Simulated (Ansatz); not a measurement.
Molecule: sum formula H2SiOF3 (charge +1, singlet). It need not be the lowest isomer of its formula. 
Structure (B3LYP-D3(BJ)/def2-TZVP (Ansatz, a first-principles code) minimum search):
```xyz
7

Si    -0.1742     0.0173     0.0739
F     -0.0960    -0.7178     1.4282
F     -0.3929     1.5394     0.2003
F     -0.9736    -0.6940    -1.0403
O      1.4607    -0.1290    -0.5903
H      2.2710     0.2094    -0.1642
H      1.6450    -0.5683    -1.4425
```
Charge +1, spin multiplicity 1.

Parts of the frozen-core correlation energy in cc-pwCVTZ (Ansatz, hartree). Frozen orbitals: 9; correlated occupied orbitals by spin: 16 and 16; virtual: 234 and 234. No spin-orbit coupling. No relativistic terms.

```
term                            value
-------------------------  ----------
reference (HF)             -663.41096
MP2 opposite-spin            -0.83429
MP2 same-spin                       …
CCSD correlation                    …
(T)                                 …
T1 diagnostic                   0.011
largest doubles amplitude       0.019
```

**Question.** Complete the blanks.

**Answer.** 
- MP2 same-spin, value: -0.29398
- CCSD correlation, value: -1.12897
- (T), value: -0.03421
